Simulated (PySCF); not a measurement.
PySCF input (BP86/def2-TZVPD):

```python
from pyscf import gto, scf, dft

mol = gto.M(
    atom='''
    Li   -1.10544332   -0.64455546   -0.93118323
    C     0.27006175    0.15746604    0.22748971
    H     0.85191820   -0.59472364    0.77579538
    H    -0.15466566    0.82698661    0.98665647
    H     0.99870689    0.75660719   -0.33384040
    ''',
    basis='def2-tzvpd',
    charge=0,
    spin=0,
    verbose=4,
)

mf = dft.RKS(mol, xc='bp86').density_fit(auxbasis='def2-universal-jkfit')
mf.grids.level = 3
mf.conv_tol = 1e-9
mf.max_cycle = 100
mf.max_memory = 1500
mf.kernel()
if not mf.converged:
    mf = mf.newton()
    mf.kernel(mf.make_rdm1())
mf.analyze()
```

Output:

```
PySCF version 2.14.0

[INPUT] verbose = 4
[INPUT] num. atoms = 5
[INPUT] num. electrons = 12
[INPUT] charge = 0
[INPUT] spin (= nelec alpha-beta = 2S) = 0
[INPUT] symmetry False subgroup None
[INPUT] Mole.unit = angstrom
[INPUT] Symbol           X                Y                Z      unit          X                Y                Z       unit  Magmom
[INPUT]  1 Li    -1.105443320000  -0.644555460000  -0.931183230000 AA   -2.088985121030  -1.218033291493  -1.759681276488 Bohr   0.0
[INPUT]  2 C      0.270061750000   0.157466040000   0.227489710000 AA    0.510342744221   0.297567689520   0.429893248057 Bohr   0.0
[INPUT]  3 H      0.851918200000  -0.594723640000   0.775795380000 AA    1.609892078532  -1.123864799404   1.466040796903 Bohr   0.0
[INPUT]  4 H     -0.154665660000   0.826986610000   0.986656470000 AA   -0.292275738275   1.562778201582   1.864510507330 Bohr   0.0
[INPUT]  5 H      0.998706890000   0.756607190000  -0.333840400000 AA    1.887282500816   1.429780372977  -0.630866925315 Bohr   0.0

nuclear repulsion = 16.2525288393779
number of shells = 37
number of NR pGTOs = 108
number of NR cGTOs = 81
basis = def2-tzvpd
ecp = {}

******** <class 'pyscf.df.df_jk.DFRKS'> ********
method = DFRKS
initial guess = minao
damping factor = 0
level_shift factor = 0
DIIS = <class 'pyscf.scf.diis.CDIIS'>
diis_start_cycle = 1
diis_space = 8
diis_damp = 0
SCF conv_tol = 1e-09
SCF conv_tol_grad = None
SCF max_cycles = 100
direct_scf = False
XC library pyscf.dft.libxc version 7.1.2
    S. Lehtola, C. Steigemann, M. J. T. Oliveira, and M. A. L. Marques,  SoftwareX 7, 1–5 (2018)
XC functionals = bp86
    A. D. Becke,  Phys. Rev. A 38, 3098 (1988)
    J. P. Perdew,  Phys. Rev. B 33, 8822 (1986)
    J. P. Perdew,  Phys. Rev. B 34, 7406–7406 (1986)
radial grids:
    Treutler-Ahlrichs [JCP 102, 346 (1995); DOI:10.1063/1.469408] (M4) radial grids

becke partition: Becke, JCP 88, 2547 (1988); DOI:10.1063/1.454033
pruning grids: <function nwchem_prune>
grids dens level: 3
symmetrized grids: False
atomic radii adjust function: <function treutler_atomic_radii_adjust>
small_rho_cutoff = 0
Set gradient conv threshold to 3.16228e-05
Initial guess from minao.
tot grids = 57264
init E= -47.2284661508633
  HOMO = -0.317131621816142  LUMO = -0.0902484725503321  gap/eV = 6.17380
cycle= 1 E= -47.2746005208799  delta_E= -0.0461  |g|= 0.671  |ddm|= 1.69
  HOMO = -0.0424718919826379  LUMO = 0.0146857602355877  gap/eV = 1.55534
cycle= 2 E= -46.3368821347472  delta_E= 0.938  |g|= 1.41  |ddm|= 2.51
  HOMO = -0.219323929405764  LUMO = -0.0491262789710483  gap/eV = 4.63131
cycle= 3 E= -47.3908332439512  delta_E= -1.05  |g|= 0.201  |ddm|= 2.49
  HOMO = -0.144942454294991  LUMO = -0.0434115636157344  gap/eV = 2.76280
cycle= 4 E= -47.4071028346575  delta_E= -0.0163  |g|= 0.0204  |ddm|= 0.419
  HOMO = -0.144848601756181  LUMO = -0.0475377225079683  gap/eV = 2.64796
cycle= 5 E= -47.4072505775299  delta_E= -0.000148  |g|= 0.00929  |ddm|= 0.152
  HOMO = -0.145829866994422  LUMO = -0.0498647113120327  gap/eV = 2.61134
cycle= 6 E= -47.407284586609  delta_E= -3.4e-05  |g|= 0.00144  |ddm|= 0.0209
  HOMO = -0.145841388398235  LUMO = -0.0507526682513166  gap/eV = 2.58750
cycle= 7 E= -47.407285906514  delta_E= -1.32e-06  |g|= 0.000451  |ddm|= 0.013
  HOMO = -0.145999228150107  LUMO = -0.051034096048955  gap/eV = 2.58413
cycle= 8 E= -47.4072859667422  delta_E= -6.02e-08  |g|= 3.31e-05  |ddm|= 0.00167
  HOMO = -0.146004824946619  LUMO = -0.0510764932741452  gap/eV = 2.58313
cycle= 9 E= -47.4072859680876  delta_E= -1.35e-09  |g|= 6.71e-06  |ddm|= 0.000222
  HOMO = -0.146006861961592  LUMO = -0.0510833854471677  gap/eV = 2.58300
cycle= 10 E= -47.4072859681106  delta_E= -2.3e-11  |g|= 3.25e-07  |ddm|= 4.42e-05
  HOMO = -0.146006777853525  LUMO = -0.0510834800124158  gap/eV = 2.58299
Extra cycle  E= -47.4072859681108  delta_E= -2.13e-13  |g|= 1.48e-07  |ddm|= 6.44e-06
converged SCF energy = -47.4072859681108
**** SCF Summaries ****
Total Energy =                         -47.407285968110827
Nuclear Repulsion Energy =              16.252528839377860
One-electron Energy =                  -95.490995901213353
Two-electron Energy =                   31.831181093724666
Two-electron Coulomb Energy =           40.253644637750234
DFT Exchange-Correlation Energy =       -8.422463544025566
HOMO-LUMO gap [eV] =                     2.582994499845867
**** MO energy ****
MO #1   energy= -9.79703751990331  occ= 2
MO #2   energy= -1.85813731543017  occ= 2
MO #3   energy= -0.531684927922502 occ= 2
MO #4   energy= -0.275979794220304 occ= 2
MO #5   energy= -0.275978792632566 occ= 2
MO #6   energy= -0.146006777853525 occ= 2
MO #7   energy= -0.0510834800124158 occ= 0
MO #8   energy= -0.00410134472468969 occ= 0
MO #9   energy= -0.00410089151543964 occ= 0
MO #10  energy= 0.0125147065032948 occ= 0
MO #11  energy= 0.0595607207732037 occ= 0
MO #12  energy= 0.0595609953899768 occ= 0
MO #13  energy= 0.0668530732563342 occ= 0
MO #14  energy= 0.0941817755243797 occ= 0
MO #15  energy= 0.124287185358375  occ= 0
MO #16  energy= 0.124287647506383  occ= 0
MO #17  energy= 0.14015670254182   occ= 0
MO #18  energy= 0.156534445154188  occ= 0
MO #19  energy= 0.156539130141401  occ= 0
MO #20  energy= 0.194050904637294  occ= 0
MO #21  energy= 0.226155744074349  occ= 0
MO #22  energy= 0.226156098918717  occ= 0
MO #23  energy= 0.290410698063742  occ= 0
MO #24  energy= 0.290413269128722  occ= 0
MO #25  energy= 0.293778572673375  occ= 0
MO #26  energy= 0.300159947693834  occ= 0
MO #27  energy= 0.300164015328677  occ= 0
MO #28  energy= 0.316257681511639  occ= 0
MO #29  energy= 0.318641726157974  occ= 0
MO #30  energy= 0.330433502498212  occ= 0
MO #31  energy= 0.330434050826487  occ= 0
MO #32  energy= 0.348251311956754  occ= 0
MO #33  energy= 0.469062119355655  occ= 0
MO #34  energy= 0.508620872985861  occ= 0
MO #35  energy= 0.50862156753307   occ= 0
MO #36  energy= 0.548378804878276  occ= 0
MO #37  energy= 0.622283723795722  occ= 0
MO #38  energy= 0.622285875098904  occ= 0
MO #39  energy= 0.690807037735723  occ= 0
MO #40  energy= 0.730836396319189  occ= 0
MO #41  energy= 0.730843508713645  occ= 0
MO #42  energy= 0.732699916409297  occ= 0
MO #43  energy= 0.86617667037199   occ= 0
MO #44  energy= 0.866178544363506  occ= 0
MO #45  energy= 1.00097159625481   occ= 0
MO #46  energy= 1.06579863185642   occ= 0
MO #47  energy= 1.06580336312972   occ= 0
MO #48  energy= 1.47703804466972   occ= 0
MO #49  energy= 1.62324635318175   occ= 0
MO #50  energy= 1.66381804272921   occ= 0
MO #51  energy= 1.6638407427372    occ= 0
MO #52  energy= 1.72249972660256   occ= 0
MO #53  energy= 1.79042148734789   occ= 0
MO #54  energy= 1.83350969464886   occ= 0
MO #55  energy= 1.83351084568017   occ= 0
MO #56  energy= 2.13220778143397   occ= 0
MO #57  energy= 2.18745107180954   occ= 0
MO #58  energy= 2.18746241328971   occ= 0
MO #59  energy= 2.24362372944501   occ= 0
MO #60  energy= 2.48780983983779   occ= 0
MO #61  energy= 2.48781173968051   occ= 0
MO #62  energy= 2.62105005760812   occ= 0
MO #63  energy= 2.62105987521803   occ= 0
MO #64  energy= 2.92336965178789   occ= 0
MO #65  energy= 3.03022158769647   occ= 0
MO #66  energy= 3.12467700589433   occ= 0
MO #67  energy= 3.12468224766789   occ= 0
MO #68  energy= 3.19270498083345   occ= 0
MO #69  energy= 3.19270641181898   occ= 0
MO #70  energy= 3.29679519937668   occ= 0
MO #71  energy= 3.43708871847275   occ= 0
MO #72  energy= 3.58115525145763   occ= 0
MO #73  energy= 3.58115904687213   occ= 0
MO #74  energy= 4.28921924647692   occ= 0
MO #75  energy= 4.28927965665408   occ= 0
MO #76  energy= 4.40901166747573   occ= 0
MO #77  energy= 5.76694026560964   occ= 0
MO #78  energy= 5.76694047372172   occ= 0
MO #79  energy= 5.93278635296891   occ= 0
MO #80  energy= 14.1272767378377   occ= 0
MO #81  energy= 21.946268626935    occ= 0
 ** Mulliken pop on meta-lowdin orthogonal AOs  **
 ** Mulliken pop  **
pop of  0 Li 1s           1.99894
pop of  0 Li 2s           0.30174
pop of  0 Li 3s           0.00070
pop of  0 Li 4s           0.00081
pop of  0 Li 5s           0.00010
pop of  0 Li 2px          0.00801
pop of  0 Li 2py          0.00342
pop of  0 Li 2pz          0.00599
pop of  0 Li 3px          0.00564
pop of  0 Li 3py          0.00208
pop of  0 Li 3pz          0.00408
pop of  0 Li 4px          0.00031
pop of  0 Li 4py          0.00011
pop of  0 Li 4pz          0.00022
pop of  0 Li 5px          0.00052
pop of  0 Li 5py          0.00027
pop of  0 Li 5pz          0.00041
pop of  1 C 1s            1.99986
pop of  1 C 2s            1.17135
pop of  1 C 3s            0.00293
pop of  1 C 4s            0.00150
pop of  1 C 5s            0.00171
pop of  1 C 6s            0.00091
pop of  1 C 2px           1.29856
pop of  1 C 2py           1.17040
pop of  1 C 2pz           1.24216
pop of  1 C 3px           0.00931
pop of  1 C 3py           0.00318
pop of  1 C 3pz           0.00662
pop of  1 C 4px           0.00061
pop of  1 C 4py           0.00071
pop of  1 C 4pz           0.00065
pop of  1 C 3dxy          0.00045
pop of  1 C 3dyz          0.00052
pop of  1 C 3dz^2         0.00003
pop of  1 C 3dxz          0.00037
pop of  1 C 3dx2-y2       0.00004
pop of  1 C 4dxy          0.00043
pop of  1 C 4dyz          0.00045
pop of  1 C 4dz^2         0.00026
pop of  1 C 4dxz          0.00032
pop of  1 C 4dx2-y2       0.00020
pop of  1 C 5dxy          0.00020
pop of  1 C 5dyz          0.00014
pop of  1 C 5dz^2         0.00022
pop of  1 C 5dxz          0.00031
pop of  1 C 5dx2-y2       0.00023
pop of  1 C 4f-3          0.00001
pop of  1 C 4f-2          0.00107
pop of  1 C 4f-1          0.00005
pop of  1 C 4f+0          0.00001
pop of  1 C 4f+1          0.00002
pop of  1 C 4f+2          0.00011
pop of  1 C 4f+3          0.00004
pop of  2 H 1s            0.90614
pop of  2 H 2s            0.00164
pop of  2 H 3s            0.00179
pop of  2 H 2px           0.00183
pop of  2 H 2py           0.00068
pop of  2 H 2pz           0.00134
pop of  2 H 3px           0.00176
pop of  2 H 3py           0.00046
pop of  2 H 3pz           0.00127
pop of  3 H 1s            0.90614
pop of  3 H 2s            0.00164
pop of  3 H 3s            0.00179
pop of  3 H 2px           0.00171
pop of  3 H 2py           0.00075
pop of  3 H 2pz           0.00139
pop of  3 H 3px           0.00142
pop of  3 H 3py           0.00071
pop of  3 H 3pz           0.00137
pop of  4 H 1s            0.90614
pop of  4 H 2s            0.00164
pop of  4 H 3s            0.00179
pop of  4 H 2px           0.00186
pop of  4 H 2py           0.00074
pop of  4 H 2pz           0.00125
pop of  4 H 3px           0.00183
pop of  4 H 3py           0.00068
pop of  4 H 3pz           0.00098
 ** Mulliken atomic charges  **
charge of    0Li =      0.66666
charge of    1C =     -0.91596
charge of    2H =      0.08310
charge of    3H =      0.08310
charge of    4H =      0.08310
Dipole moment(X, Y, Z, Debye): -3.84464, -2.24168, -3.23863
```
